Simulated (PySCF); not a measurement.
# Computed records: BClGeHO, BGeH$_{3}$OSi

All values are calculated (PySCF 2.14.0). Calculation on a computer-drawn molecule: the log of a Hartree-Fock and frozen-core CCSD(T) single point meant for a local Hartree-Fock minimum, with one planted fault or none, to be diagnosed. Offsets are logged minus clean, where the clean run is the same molecule without the fault. The reference is restricted for singlets and unrestricted otherwise, and also for a bond in bohr or an excited solution. Adding or removing an electron swaps singlet and doublet. The excited solution moves the top pair (singlet) or top alpha electron (doublet) to the lowest empty orbital. Highest occupied and lowest empty are orbital energies over both spins, largest force is the largest gradient component, triples share is (T) over the correlation energy, the T1 limit is 0.02 restricted and 0.045 unrestricted, electrons count all cores, a negative frequency is imaginary (commonest isotopes), and the dipole is about the centre of nuclear charge; on germanium a core potential holds 10 electrons, which the energies leave out, and 3d is frozen in MP2 and coupled-cluster steps.

Common to all runs: meant charge 0; meant basis cc-pV(D+d)Z; meant basis and core potential on germanium cc-pVDZ-PP ECP10MDF; logged SCF converged yes; possible faults no fault, one electron removed, one electron added, multiplicity raised by two, geometry at a saddle point, SCF held on an excited solution, minimal basis STO-3G, one bond length entered in bohr, all coordinates scaled.

```json
{"entry": 1, "formula": "BClGeHO", "logged_structure": {"atoms_angstrom": [["O", -0.0834, -1.5251, 1.6615], ["B", -0.2976, -0.8658, 0.7008], ["Ge", -0.6922, 0.1732, -1.0362], ["Cl", -2.0908, 1.7542, -0.5559], ["H", 0.5604, 0.8116, -1.63]]}, "given": {"meant_multiplicity": 2, "logged_electrons": 63, "logged_basis_functions": 79, "logged_spin_squared": 0.7564, "logged_highest_occupied [eV]": -10.18, "logged_lowest_empty [eV]": -0.39864, "logged_largest_force [hartree/bohr]": 3.0097e-05, "logged_lowest_frequency [cm^-1]": 102.38, "logged_T1_diagnostic": 0.019047, "logged_D1_diagnostic": 0.061673, "logged_triples_share": 0.03152, "logged_CC_converged": "yes", "logged_dipole_magnitude [debye]": 3.3608, "logged_SCF_stable_within_its_kind": "yes", "logged_energy_HF [hartree]": -853.08361, "logged_energy_CCSD(T) [hartree]": -853.59573, "drawn_bonds_atom": [1, 2, 3, 3], "drawn_bonds_other_atom": [2, 3, 4, 5], "drawn_bonds_order": [2, 1, 1, 1]}, "results": {"planted_fault": "no fault", "HF_energy_offset_from_clean_run [kcal/mol]": 0.0, "CCSD(T)_energy_offset_from_clean_run [kcal/mol]": 0.0}}
{"entry": 2, "formula": "BGeH3OSi", "logged_structure": {"atoms_angstrom": [["O", -1.9704, -1.8704, -0.2132], ["B", -1.5506, -0.8201, -0.58], ["Ge", -0.8909, 1.0702, -1.2937], ["Si", 1.2412, 0.908, -0.0256], ["H", 0.9523, 0.7993, 1.4246], ["H", 1.9997, -0.2843, -0.4743], ["H", 2.0609, 2.1186, -0.2643]]}, "given": {"meant_multiplicity": 1, "logged_electrons": 62, "logged_basis_functions": 89, "logged_spin_squared": 0.0, "logged_highest_occupied [eV]": -9.291, "logged_lowest_empty [eV]": -0.91934, "logged_largest_force [hartree/bohr]": 3.9168e-05, "logged_lowest_frequency [cm^-1]": 55.261, "logged_T1_diagnostic": 0.019985, "logged_D1_diagnostic": 0.054822, "logged_triples_share": 0.033476, "logged_CC_converged": "yes", "logged_dipole_magnitude [debye]": 3.7261, "logged_SCF_stable_within_its_kind": "yes", "logged_energy_HF [hartree]": -683.63485, "logged_energy_CCSD(T) [hartree]": -684.12575, "drawn_bonds_atom": [1, 2, 3, 4, 4, 4], "drawn_bonds_other_atom": [2, 3, 4, 5, 6, 7], "drawn_bonds_order": [2, 1, 1, 1, 1, 1]}, "results": {"planted_fault": "no fault", "HF_energy_offset_from_clean_run [kcal/mol]": 0.0, "CCSD(T)_energy_offset_from_clean_run [kcal/mol]": 0.0}}
{"entry": 3, "formula": "BGeH3OSi", "logged_structure": {"atoms_angstrom": [["O", -1.9704, -1.8704, -0.2132], ["B", -1.5506, -0.8201, -0.58], ["Ge", -0.8909, 1.0702, -1.2937], ["Si", 1.2412, 0.908, -0.0256], ["H", 0.9523, 0.7993, 1.4246], ["H", 1.9997, -0.2843, -0.4743], ["H", 2.0609, 2.1186, -0.2643]]}, "given": {"meant_multiplicity": 1, "logged_electrons": 62, "logged_basis_functions": 89, "logged_spin_squared": 0.0, "logged_highest_occupied [eV]": -6.9599, "logged_lowest_empty [eV]": -3.0778, "logged_largest_force [hartree/bohr]": 0.050325, "logged_dipole_magnitude [debye]": 5.0044, "logged_SCF_stable_within_its_kind": "no", "logged_energy_HF [hartree]": -683.46869, "drawn_bonds_atom": [1, 2, 3, 4, 4, 4], "drawn_bonds_other_atom": [2, 3, 4, 5, 6, 7], "drawn_bonds_order": [2, 1, 1, 1, 1, 1]}, "results": {"planted_fault": "SCF held on an excited solution", "HF_energy_offset_from_clean_run [kcal/mol]": 104.3}, "notes": ["coupled-cluster numbers left out as unreliable"]}
```
